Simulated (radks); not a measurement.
Question: All-electron atom: Tb5+ in [Kr] 4d10 4f7 5s2 5p5 (the NIST ground configuration). All-electron calculation, scalar-relativistic Kohn-Sham, exchange-only LDA, spin-polarised, spherical densities, point nucleus; open shells are filled with parallel spins first (spin-orbit coupling, left out, can overturn this in heavy ions). Program: a radial shooting solver on a logarithmic mesh with Libxc functionals. Some entries of the table are withheld. Estimate them.

| orbital | occ. | eigenvalue (eV) | <1/r> (bohr^-1) | <r> (bohr) |
|---|---|---|---|---|
| 1s up | 1 | -51880.49 | 73.05 | 0.02152 |
| 1s down | 1 | -51880.40 | 73.05 | 0.02152 |
| 2s up | 1 | -8658.261 | 16.96 | 0.09156 |
| 2s down | 1 | -8658.082 | 16.96 | 0.09156 |
| 2p up | 3 | -7704.182 | 15.80 | 0.08092 |
| 2p down | 3 | -7704.017 | 15.80 | 0.08091 |
| 3s up | 1 | -1975.895 | 6.226 | 0.2398 |
| 3s down | 1 | -1972.544 | 6.233 | 0.2395 |
| 3p up | 3 | -1681.697 | 5.846 | 0.2384 |
| 3p down | 3 | -1678.363 | 5.854 | 0.2382 |
| 3d up | 5 | -1297.171 | 5.548 | 0.2168 |
| 3d down | 5 | -1294.559 | 5.555 | 0.2165 |
| 4s up | 1 | -448.8252 | 2.637 | 0.5404 |
| 4s down | 1 | -441.5074 | 2.636 | 0.5405 |
| 4p up | 3 | -351.5787 | 2.423 | 0.5717 |
| 4p down | 3 | -344.3271 | 2.422 | 0.5719 |
| 4d up | 5 | -218.0008 | 2.143 | 0.6182 |
| 4d down | 5 | -210.8443 | 2.140 | 0.6191 |
| 5s up | 1 | -109.1032 | 1.069 | 1.247 |
| 5s down | 1 | -104.4513 | 1.051 | 1.265 |
| 5p up | 3 | (1) | 0.9332 | 1.407 |
| 5p down | 2 | (2) | 0.9114 | 1.436 |
| 4f up | 7 | -71.9042 | 1.655 | 0.7644 |
| 4f down | 0 | -65.1044 | 1.631 | 0.7829 |
| 5d up | 0 | -50.4561 | 0.7151 | 1.798 |
| 5d down | 0 | -47.9501 | 0.6877 | 1.858 |
| 6s up | 0 | -41.8291 | 0.4986 | 2.621 |
| 6s down | 0 | -40.7048 | 0.4882 | 2.675 |

Answer: 
(1) 5p up eigenvalue (eV): -83.2805
(2) 5p down eigenvalue (eV): -79.3922
